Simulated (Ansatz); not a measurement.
The first iterations of a band of CH3ClZn + H2 (8 atoms, charge 0, multiplicity 1).

The calculation used RHF/def2-SVP in Ansatz 0.2.0.

| Quantity | Value |
| --- | --- |
| movable images | 5 |
| climbing image | yes |
| spring | 5.0 eV/Å² |
| optimiser | quadratic models (default) |
| start path | through a guess of the saddle point |
| force threshold | 0.05 eV/Å |
| iteration limit | 60 |
| end points | relaxed |

Image 0:

```xyz
8
Properties=species:S:1:pos:R:3
Zn -0.460 0.128 -0.121
Cl -0.611 0.170 2.028
C -0.336 0.093 -2.099
H -0.038 -0.896 -2.453
H -1.298 0.340 -2.555
H 0.402 0.816 -2.455
H 3.091 -0.859 1.552
H 2.416 -0.671 1.814
```

Image 6:

```xyz
8
Properties=species:S:1:pos:R:3
Zn 1.316 -0.367 -0.667
Cl -0.266 0.077 2.231
C -0.109 0.030 -2.009
H -0.286 -0.823 -2.670
H -1.058 0.271 -1.521
H 0.161 0.882 -2.641
H 2.529 -0.705 0.300
H 0.878 -0.243 2.689
```

| iteration | highest image above the first end (eV) | largest band force component (eV/Å) |
| --- | --- | --- |
| 1 | 2.646 | 2.724 |
| 2 | 1.942 | 1.630 |
| 3 | 1.755 | 1.240 |
| 4 | 1.681 | 0.601 |

Question: Does the band converge within its limit, and where does its top end?

Answer: It converged. It ended after 14 iterations with the highest image 1.978 eV above the first end. Neighbouring images differ by up to 1.3 eV, so the band resolves the path poorly. A vibrational analysis at the climbing image gives one clearly imaginary mode, 1433i cm⁻¹: a first-order saddle point. The orbitals stay closed-shell, which can raise the energy where a bond breaks towards radicals; this wasn't checked here.

Time of the run: 120 s on 1 thread of Arm Neoverse V1 (shared host), peak memory 0.18 GiB.
